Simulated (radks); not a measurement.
Values are calculated unless marked as measured or tabulated.
Species: Xe. Configuration: [Kr] 4d8 5s2 5p6 6p2 (not the ground configuration). Level of theory: Dirac Kohn-Sham, PBE, spin-unpolarised, spherical densities, finite nucleus; open shells are shared between the two j in proportion to 2j + 1; Fermi nuclear charge, rms radius 4.7859 fm (a radial shooting solver on a logarithmic mesh with Libxc functionals).

Unscreened Slater integrals over Kohn-Sham orbitals (eV). Large and small components are both included.

| integral | value |
|---|---|
| F0(6p3/2,6p3/2) | 3.9705 |
| F2(6p3/2,6p3/2) | 2.1899 |
| F0(6p3/2,6p1/2) | 4.0324 |
| G2(6p3/2,6p1/2) | 2.2134 |
| F0(6p3/2,5p3/2) | 5.0178 |
| F2(6p3/2,5p3/2) | 1.0216 |
| G0(6p3/2,5p3/2) | 0.17477 |
| G2(6p3/2,5p3/2) | 0.23261 |
| F0(6p3/2,5p1/2) | 5.0316 |
| G2(6p3/2,5p1/2) | 0.23368 |
| F0(6p1/2,6p1/2) | 4.0988 |
| F0(6p1/2,5p3/2) | 5.1747 |
| G2(6p1/2,5p3/2) | 0.24039 |
| F0(6p1/2,5p1/2) | 5.1894 |
| G0(6p1/2,5p1/2) | 0.17829 |
| F0(5p3/2,5p3/2) | 12.287 |
| F2(5p3/2,5p3/2) | 6.6352 |
| F0(5p3/2,5p1/2) | 12.519 |
| G2(5p3/2,5p1/2) | 6.7295 |
| F0(5p1/2,5p1/2) | 12.770 |
